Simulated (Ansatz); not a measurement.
Program: Ansatz. Geometries: PBE0-D4/def2-TZVP. ΔE: electronic, gas phase. CBS: MP2 limit from def2 TZ/QZ plus the TZ coupled-cluster correction, frozen cores. This one scheme is used for every species. Functionals use def2-TZVPP. HSE06 is defined as in plane-wave codes. For Ge, Se outer-core shells are correlated without core-valence functions, which leaves a few kJ/mol of doubt a bond. Scalar relativity is left out up to krypton. One conformer a species, not always the lowest.

Reaction (ligand exchange at the Se–Ge bond): `C[Se][Ge]([CH3])([F])[Cl]` + PH₃ → `C[Se]P` + `[CH3][GeH]([F])[Cl]`

```tsv
level	ΔE (kJ/mol)
BLYP-D4	47.4
B97M-V	40.8
HSE06-D4	43.8
r2SCANh	42.9
CAM-B3LYP	40.1
MP2/def2-TZVPP	50.7
SCS-MP2/def2-QZVPP	44.3
HF/CBS(def2)	36.6
```

(1) What does CCSD(T)/CBS give? (Best estimate.)

Largest T1 diagnostic among the species: 0.013.

Results:

(1) Computed: +45.3 kJ/mol. The listed levels differ from it by 2.1, -4.5, -1.5, -2.4, -5.2, 5.4, -1.0, -8.7 kJ/mol.

At CCSD(T), def2-SVP lies +9.6 kJ/mol from the extrapolated value and def2-TZVPP +4.2 kJ/mol. The D4 term adds +8.2 kJ/mol with B3LYP and +5.1 kJ/mol with PBE0; it sums over pairs of atoms, weighted by their polarisabilities, and B3LYP, whose exchange is more repulsive, gets the larger term. In def2-TZVPP, CCSD(T) changes the Hartree–Fock value by +10.5 kJ/mol (the triples alone add +1.4 kJ/mol) and MP2 by +11.7 kJ/mol.

B3LYP here is the variant with VWN-RPA as its local correlation; programs differ in this.
